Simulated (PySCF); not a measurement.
## Trend along the chalcogens: MCa cations

CCSD(T) with double-zeta basis sets in PySCF, for the lowest determinant that a PBE0 search found; no spin–orbit coupling. De refers to high-spin ground-configuration atoms (the charge goes to the atom of lower measured ionisation energy or higher electron affinity, which is not always the lowest computed limit).

| M | basis | reference, frozen orbitals | charged atom | state (unpaired electrons) | Re (Å) | ωe (cm⁻¹) | De (eV) |
| --- | --- | --- | --- | --- | --- | --- | --- |
| O | 6-31G(d,p) | UHF, 6 | Ca+ | doublet (π ↑) | 2.030 | 612 | 2.74 |
| S | def2-SVPD | UHF, 10 | Ca+ | doublet (π ↑) | 2.532 | 375 | 2.21 |
| Se | def2-SVP | UHF, 14 | Ca+ | doublet (π ↑) | 2.656 | 285 | 1.93 |
| Te | def2-SVP | UHF, 9 | Ca+ | doublet (π ↑) | 2.893 | 235 | 1.62 |

Q: By what factor does the harmonic wavenumber vary along the series?

A: At CCSD(T) it runs from 235 cm⁻¹ (CaTe⁺) to 612 cm⁻¹ (CaO⁺), a factor of 2.60.

The rows differ in basis set, which adds steps of its own.

Down a group the atoms grow and get heavier, so bonds lengthen and wavenumbers fall; this series shows no clear exception.

Correlated steps freeze the inner cores (6 to 14 orbitals); shallow outer-core shells are correlated. Correlated levels converge slowly with the basis: in double zeta they bind strong bonds too weakly, by up to about 1 eV, and carry superposition errors of some tenths. Spin–orbit coupling is left out, which matters for elements this heavy, above all for dissociation energies. For an ion De counts to the pair picked by the measured ionisation energies or electron affinities, which need not be the lowest pair at this level. States were picked by a PBE0 search and need not be the measured ground states.
